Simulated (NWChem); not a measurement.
System: C$_{5}$H$_{4}$O; SMILES O=C1C=CC=C1

Here is an NWChem input.

```
start job
memory heap 200 mb stack 900 mb global 1100 mb
geometry units angstroms noautosym nocenter noautoz
  O      0.000000     0.000000    -2.026475
  C      0.000000     0.000000    -0.821756
  C      0.000000     1.202431     0.085253
  C      0.000000     0.747869     1.346491
  C      0.000000    -0.747869     1.346491
  C      0.000000    -1.202431     0.085253
  H      0.000000     2.230186    -0.274447
  H      0.000000     1.349135     2.257182
  H      0.000000    -1.349135     2.257182
  H      0.000000    -2.230186    -0.274447
end
basis spherical
  * library pcsseg-1
end
dft
  xc pbe0
  iterations 150
end
property
  shielding 6 1 2 3 4 7 8
end
task dft property
```

Excerpt of the output:

```
             Northwest Computational Chemistry Package (NWChem) 7.3.0
             --------------------------------------------------------

                             Geometry "geometry" -> ""
                             -------------------------

 Output coordinates in angstroms (scale by  1.889725989 to convert to a.u.)

  No.       Tag          Charge          X              Y              Z
 ---- ---------------- ---------- -------------- -------------- --------------
    1 O                    8.0000     0.00000000     0.00000000    -2.02647500
    2 C                    6.0000     0.00000000     0.00000000    -0.82175600
    3 C                    6.0000     0.00000000     1.20243100     0.08525300
    4 C                    6.0000     0.00000000     0.74786900     1.34649100
    5 C                    6.0000     0.00000000    -0.74786900     1.34649100
    6 C                    6.0000     0.00000000    -1.20243100     0.08525300
    7 H                    1.0000     0.00000000     2.23018600    -0.27444700
    8 H                    1.0000     0.00000000     1.34913500     2.25718200
    9 H                    1.0000     0.00000000    -1.34913500     2.25718200
   10 H                    1.0000     0.00000000    -2.23018600    -0.27444700

 Effective nuclear repulsion energy (a.u.)     200.4043034395

                              NWChem Property Module
                              ----------------------

  itol2e modified to match energy
  convergence criterion.

                                 NWChem DFT Module
                                 -----------------

 Summary of "ao basis" -> "ao basis" (spherical)
 ------------------------------------------------------------------------------
       Tag                 Description            Shells   Functions and Types
 ---------------- ------------------------------  ------  ---------------------
 O                          pcsseg-1                 7       17   3s3p1d
 C                          pcsseg-1                 7       17   3s3p1d
 H                          pcsseg-1                 3        5   2s1p

  itol2e modified to match energy
  convergence criterion.

            General Information
            -------------------
          SCF calculation type: DFT
          Wavefunction type:  closed shell.
          No. of atoms     :    10
          No. of electrons :    42
           Alpha electrons :    21
            Beta electrons :    21
          Charge           :     0
          Spin multiplicity:     1
          Use of symmetry is: off; symmetry adaption is: off
          Maximum number of iterations: 150
          AO basis - number of functions:   122
                     number of shells:    54
          Convergence on energy requested:  1.00D-07
          Convergence on density requested:  1.00D-05
          Convergence on gradient requested:  5.00D-04

              XC Information
              --------------
                         PBE0 Method XC Functional
                     Hartree-Fock (Exact) Exchange  0.250
          PerdewBurkeErnzerhof Exchange Functional  0.750
            Perdew 1991 LDA Correlation Functional  1.000 local
           PerdewBurkeErnz. Correlation Functional  1.000 non-local

             Grid Information
             ----------------
          Grid used for XC integration:  fine
          Radial quadrature: Mura-Knowles
          Angular quadrature: Lebedev.
          Tag              B.-S. Rad. Rad. Pts. Rad. Cut. Ang. Pts.
          ---              ---------- --------- --------- ---------
          O                   0.60       70          12.0       590
          C                   0.70       70          11.0       590
          H                   0.35       60          12.0       590
          Grid pruning is: on
          Number of quadrature shells:   660
          Spatial weights used:  Erf1

      Superposition of Atomic Density Guess
      -------------------------------------

 Sum of atomic energies:        -265.00940282

      Non-variational initial energy
      ------------------------------

 Total energy =    -268.656246
 1-e energy   =    -754.300766
 2-e energy   =     285.240217
 HOMO         =      -0.268967
 LUMO         =      -0.140168

   convergence    iter        energy       DeltaE   RMS-Dens  Diis-err
 ---------------- ----- ----------------- --------- --------- ---------
 d= 0,ls=0.0,diis     1   -267.6465789955 -4.68D+02  1.60D-02  1.00D+00
 d= 0,ls=0.0,diis     2   -267.4135490452  2.33D-01  1.22D-02  3.44D+00
 d= 0,ls=0.0,diis     3   -267.7570012187 -3.43D-01  1.77D-03  6.93D-02
 d= 0,ls=0.0,diis     4   -267.7625630303 -5.56D-03  7.51D-04  1.07D-02
 d= 0,ls=0.0,diis     5   -267.7636562606 -1.09D-03  2.37D-04  1.32D-03
  Resetting Diis
 d= 0,ls=0.0,diis     6   -267.7638188759 -1.63D-04  6.59D-05  2.27D-04
 d= 0,ls=0.0,diis     7   -267.7638466963 -2.78D-05  3.96D-05  3.89D-06
 d= 0,ls=0.0,diis     8   -267.7638455673  1.13D-06  2.19D-05  1.54D-05
 d= 0,ls=0.0,diis     9   -267.7638471375 -1.57D-06  2.00D-06  1.68D-07
 d= 0,ls=0.0,diis    10   -267.7638471522 -1.47D-08  7.65D-07  1.26D-08

         Total DFT energy =     -267.763847152184
      One electron energy =     -758.760639964194
           Coulomb energy =      327.410966133334
    Exchange-Corr. energy =      -36.818476760858
 Nuclear repulsion energy =      200.404303439535

 Numeric. integr. density =       41.999995830332

                       DFT Final Molecular Orbital Analysis
                       ------------------------------------

 Vector   19  Occ=2.000000D+00  E=-3.555808D-01
              MO Center= -4.1D-10, -2.9D-09,  8.3D-02, r^2= 3.5D+00
   Bfn.  Coefficient  Atom+Function         Bfn.  Coefficient  Atom+Function
  ----- ------------  ---------------      ----- ------------  ---------------
     7      0.263338   1 O  px               10      0.236680   1 O  px
    58     -0.225495   4 C  px               75     -0.225495   5 C  px
    61     -0.167182   4 C  px               78     -0.167182   5 C  px
    41     -0.138800   3 C  px               92     -0.138800   6 C  px
     4      0.135811   1 O  px               44     -0.101382   3 C  px

 Vector   20  Occ=2.000000D+00  E=-2.823656D-01
              MO Center= -2.2D-11,  7.1D-10, -1.3D+00, r^2= 2.3D+00
   Bfn.  Coefficient  Atom+Function         Bfn.  Coefficient  Atom+Function
  ----- ------------  ---------------      ----- ------------  ---------------
     8      0.413296   1 O  py               11      0.406261   1 O  py
    37     -0.278510   3 C  s                88      0.278510   6 C  s
     5      0.215579   1 O  py               45      0.155048   3 C  py
    96      0.155048   6 C  py               43      0.148747   3 C  pz
    94     -0.148747   6 C  pz               63     -0.133562   4 C  pz

 Vector   21  Occ=2.000000D+00  E=-2.659288D-01
              MO Center= -2.1D-10,  5.6D-09,  5.2D-01, r^2= 2.7D+00
   Bfn.  Coefficient  Atom+Function         Bfn.  Coefficient  Atom+Function
  ----- ------------  ---------------      ----- ------------  ---------------
    41      0.276648   3 C  px               92     -0.276648   6 C  px
    44      0.252786   3 C  px               95     -0.252786   6 C  px
    58      0.202747   4 C  px               75     -0.202747   5 C  px
    61      0.190348   4 C  px               78     -0.190348   5 C  px
    38      0.125307   3 C  px               89     -0.125307   6 C  px

 Vector   22  Occ=0.000000D+00  E=-1.086324D-01
              MO Center=  1.7D-12, -3.8D-09, -6.4D-02, r^2= 3.4D+00
   Bfn.  Coefficient  Atom+Function         Bfn.  Coefficient  Atom+Function
  ----- ------------  ---------------      ----- ------------  ---------------
    10      0.306845   1 O  px               61      0.271656   4 C  px
    78      0.271656   5 C  px               44     -0.258743   3 C  px
    95     -0.258743   6 C  px                7      0.248996   1 O  px
    24     -0.227471   2 C  px               58      0.200698   4 C  px
    75      0.200698   5 C  px               27     -0.196573   2 C  px

 Vector   23  Occ=0.000000D+00  E= 4.882194D-02
              MO Center=  7.6D-11, -2.9D-09,  8.9D-01, r^2= 3.2D+00
   Bfn.  Coefficient  Atom+Function         Bfn.  Coefficient  Atom+Function
  ----- ------------  ---------------      ----- ------------  ---------------
    61      0.745197   4 C  px               78     -0.745197   5 C  px
    44     -0.525839   3 C  px               95      0.525839   6 C  px
    58      0.289651   4 C  px               75     -0.289651   5 C  px
    41     -0.195200   3 C  px               92      0.195200   6 C  px
    55      0.140656   4 C  px               72     -0.140656   5 C  px

 Vector   24  Occ=0.000000D+00  E= 6.004421D-02
              MO Center= -1.5D-10,  2.4D-08,  1.8D+00, r^2= 7.8D+00
   Bfn.  Coefficient  Atom+Function         Bfn.  Coefficient  Atom+Function
  ----- ------------  ---------------      ----- ------------  ---------------
   109      1.177106   8 H  s               114      1.177106   9 H  s
    54     -0.904991   4 C  s                71     -0.904991   5 C  s
   104      0.668364   7 H  s               119      0.668364  10 H  s
    37     -0.473939   3 C  s                88     -0.473939   6 C  s
    63     -0.403788   4 C  pz               80     -0.403788   5 C  pz

     Multipole analysis of the density
     ---------------------------------

     L   x y z        total         alpha         beta         nuclear
     -   - - -        -----         -----         ----         -------
     0   0 0 0     -0.000000    -21.000000    -21.000000     42.000000

     1   1 0 0     -0.000000     -0.000000     -0.000000      0.000000
     1   0 1 0     -0.000000     -0.000000     -0.000000      0.000000
     1   0 0 1      1.230549      0.611437      0.611437      0.007676

     2   2 0 0    -27.168965    -13.584483    -13.584483      0.000000
     2   1 1 0      0.000000      0.000000      0.000000      0.000000
     2   1 0 1     -0.000000     -0.000000     -0.000000      0.000000
     2   0 2 0    -22.682001    -78.565518    -78.565518    134.449035
     2   0 1 1      0.000000      0.000000      0.000000      0.000000
     2   0 0 2    -27.430808   -137.075252   -137.075252    246.719696

          -----------------------------------------
          Chemical Shielding Tensors (GIAO, in ppm)
          -----------------------------------------

                                NWChem CPHF Module
                                ------------------

  scftype          =     RHF
  nclosed          =       21
  nopen            =        0
  variables        =     2121
  # of vectors     =        3
  tolerance        = 0.10D-03
  level shift      = 0.00D+00
  max iterations   =       50
  max subspace     =       30

 SCF residual:    7.5714835602820241E-005

Iterative solution of linear equations
  No. of variables     2121
  No. of equations        3
  Maximum subspace       30
        Iterations       50
       Convergence  1.0D-04

   iter   nsub   residual    time
   ----  ------  --------  ---------
     1      3    1.05D+00     102.1
     2      6    2.35D-01     110.1
     3      9    1.60D-02     118.9
     4     12    1.03D-03     127.2
     5     15    9.33D-05     135.6

      Atom:    1  O
        Diamagnetic
    400.5894      0.0000      0.0000
      0.0000    392.5131      0.0000
      0.0000      0.0000    419.1994

        Paramagnetic
    -51.7226      0.0000      0.0000
      0.0000   -808.6465      0.0000
      0.0000      0.0000  -1673.1994

        Total Shielding Tensor
    348.8668      0.0000      0.0000
      0.0000   -416.1334      0.0000
      0.0000      0.0000  -1254.0000

           isotropic =    -440.4222
          anisotropy =   -1220.3667

          Principal Components and Axis System
                 1           2           3
            -1254.0000   -416.1334    348.8668

      1        -0.0000     -0.0000      1.0000
      2        -0.0000      1.0000      0.0000
      3         1.0000      0.0000      0.0000

      Atom:    2  C
        Diamagnetic
    224.8647      0.0000     -0.0000
      0.0000    254.3820     -0.0000
     -0.0000     -0.0000    257.3593

        Paramagnetic
   -164.5063      0.0000      0.0000
      0.0000   -352.4116      0.0000
      0.0000      0.0000   -291.2686

        Total Shielding Tensor
     60.3584      0.0000      0.0000
      0.0000    -98.0296      0.0000
      0.0000      0.0000    -33.9093

           isotropic =     -23.8602
          anisotropy =    -111.2542

          Principal Components and Axis System
                 1           2           3
              -98.0296     60.3584    -33.9093

      1        -0.0000      1.0000     -0.0000
      2         1.0000      0.0000      0.0000
      3        -0.0000      0.0000      1.0000

      Atom:    3  C
        Diamagnetic
    233.7581     -0.0000     -0.0000
     -0.0000    255.6377      0.7290
     -0.0000      0.7290    266.7421

        Paramagnetic
    -92.1974      0.0000      0.0000
      0.0000   -305.0397    -50.4022
      0.0000    -50.4022   -180.1676

        Total Shielding Tensor
    141.5607      0.0000      0.0000
      0.0000    -49.4019    -49.6732
      0.0000    -49.6732     86.5745

           isotropic =      59.5778
          anisotropy =     122.9744

          Principal Components and Axis System
                 1           2           3
              141.5607    102.7874    -65.6148

      1         1.0000      0.0000     -0.0000
      2         0.0000     -0.3103      0.9506
      3        -0.0000      0.9506      0.3103

      Atom:    4  C
        Diamagnetic
    235.8991     -0.0000     -0.0000
     -0.0000    264.1527     -3.5124
     -0.0000     -3.5124    257.2688

        Paramagnetic
    -89.8850      0.0000     -0.0000
      0.0000   -332.2353    -60.1060
     -0.0000    -60.1060   -248.6734

        Total Shielding Tensor
    146.0141      0.0000     -0.0000
      0.0000    -68.0826    -63.6184
     -0.0000    -63.6184      8.5954

           isotropic =      28.8423
          anisotropy =     175.7577

          Principal Components and Axis System
                 1           2           3
              146.0141   -104.0213     44.5342

      1         1.0000     -0.0000      0.0000
      2         0.0000      0.8707     -0.4919
      3        -0.0000      0.4919      0.8707

      Atom:    5  H
        Diamagnetic
     21.5966     -0.0000     -0.0000
     -0.0000     40.1514     -4.0377
     -0.0000     -4.0377     27.4531

        Paramagnetic
      4.0906      0.0000     -0.0000
      0.0000    -16.7203      2.3070
     -0.0000      2.3070      0.9591

        Total Shielding Tensor
     25.6872      0.0000     -0.0000
      0.0000     23.4310     -1.7307
     -0.0000     -1.7307     28.4121

           isotropic =      25.8435
          anisotropy =       4.6665

          Principal Components and Axis System
                 1           2           3
               28.9544     25.6872     22.8887

      1        -0.0000      1.0000     -0.0000
      2        -0.2990      0.0000      0.9543
      3         0.9543      0.0000      0.2990

      Atom:    6  H
        Diamagnetic
     22.6052     -0.0000     -0.0000
     -0.0000     31.1990      7.3208
     -0.0000      7.3208     36.1691

        Paramagnetic
      2.5082      0.0000      0.0000
      0.0000     -8.1860    -10.0894
      0.0000    -10.0894    -11.8533

        Total Shielding Tensor
     25.1134     -0.0000      0.0000
     -0.0000     23.0130     -2.7686
      0.0000     -2.7686     24.3158

           isotropic =      24.1474
          anisotropy =       3.5417

          Principal Components and Axis System
                 1           2           3
               26.5086     25.1134     20.8202

      1         0.0000      1.0000     -0.0000
      2        -0.6209      0.0000      0.7839
      3         0.7839     -0.0000      0.6209
```

Level: PBE0/pcSseg-1, GIAO. All runs use the structure optimised with PBE0/def2-SVP. The output numbers the shielded atoms by their place in the input's list. The printed shielding anisotropy is the first printed principal value minus the mean of the other two.
